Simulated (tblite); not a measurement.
Compound: C6H10FP.
Cartesian coordinates in Å at the GFN2-xTB level; atoms count from 1:
```
atom  x, y, z in Å
C1     2.3689    1.1374    0.0506
C2     1.6949    0.1051   -0.4322
P3     0.1996    0.1868   -1.4694
C4    -0.7830    1.4918   -0.5401
C5    -1.2172    0.4635    0.4989
F6    -2.5154    0.6201    0.9380
C7    -0.9876   -0.7871   -0.3498
C8    -0.5378   -2.0485    0.3574
H9     3.2962    1.0092    0.5860
H10    2.0255    2.1527   -0.0600
H11    2.1025   -0.8959   -0.3437
H12   -1.6334    1.8131   -1.1426
H13   -0.2533    2.3664   -0.1704
H14   -0.5883    0.4759    1.3953
H15   -1.8899   -0.9873   -0.9370
H16   -1.3466   -2.4354    0.9757
H17   -0.2620   -2.8118   -0.3678
H18    0.3181   -1.8498    0.9994
```

Level: GFN2-xTB in tblite, geometry and Hessian alike; calculated harmonic values, unscaled, isolated species. Against measured fundamentals such values can be off by several per cent, at times by over 20. One conformer, not necessarily the lowest.

Harmonic wavenumbers (cm⁻¹): 57.4, 78.5, 168.8, 191.3, 228.6, 247.1, 318.9, 342.7, 388.1, 443.5, 505.1, 578.3, 663.1, 687.1, 736.3, 800.1, 882.1, 892.7, 975.8, 995.4, 1007.3, 1016.0, 1022.0, 1078.6, 1132.6, 1133.7, 1159.4, 1163.6, 1235.2, 1241.9, 1285.7, 1322.5, 1399.8, 1404.2, 1431.3, 1488.0, 1495.9, 1651.4, 2929.6, 2938.1, 2990.6, 3007.5, 3015.3, 3019.9, 3025.5, 3030.2, 3087.3, 3110.5.

A = 2379, B = 1327, C = 1132 MHz; mass 132.050 u (most abundant isotopes); point group C1, symmetry number 1.

**Question.** Zero-point energy?

**Answer.** Half the sum of the wavenumbers: 31502 cm⁻¹ = 376.85 kJ/mol.

**Question.** What is S at 273.15 K and 1 bar for an ideal gas of classical rigid rotors and harmonic oscillators?

**Answer.** Translation 167.94, rotation 119.77, vibration 93.22: S = 380.9 J/(mol K).

**Question.** And Cp and H(273.15 K) − H(0)?

**Answer.** Cp = 140.57 J/(mol K), of which vibrations give 107.32 (their classical limit is 48 R = 399.1); H(273.15 K) − H(0) = 23.21 kJ/mol without the zero-point energy, 14.13 from vibrations.

**Question.** Blend soft modes into free rotors: weight 1/[1 + (100 cm⁻¹/ν̃)⁴] for the oscillator and the rest for a rotor with moment μB/(μ + B), μ = h/(8π²ν), B = 10⁻⁴⁴ kg m². What vibrational entropy results?

**Answer.** 87.10 J/(mol K) in place of 93.22, which changes −T·S at 273.15 K by +1.67 kJ/mol.

**Question.** What must be added to the electronic energy to get the Gibbs energy at 273.15 K and 1 bar?

**Answer.** ZPE + [H(273.15 K) − H(0)] − T·S = 376.85 + 23.21 − 104.05 = 296.01 kJ/mol.

**Question.** Which modes carry the vibrational entropy at 273.15 K?

**Answer.** 57.4 cm⁻¹: 18.29; 78.5 cm⁻¹: 15.72; 168.8 cm⁻¹: 9.56; 191.3 cm⁻¹: 8.59; 228.6 cm⁻¹: 7.25; 247.1 cm⁻¹: 6.69 J/(mol K); the other 42 give 27.12 together.

Hindered rotation and anharmonicity are outside this model. Other conformers, if any are populated, would add a mixing term that is left out. The structure is chiral; the term R ln 2 for an equal mix with its mirror image is left out.
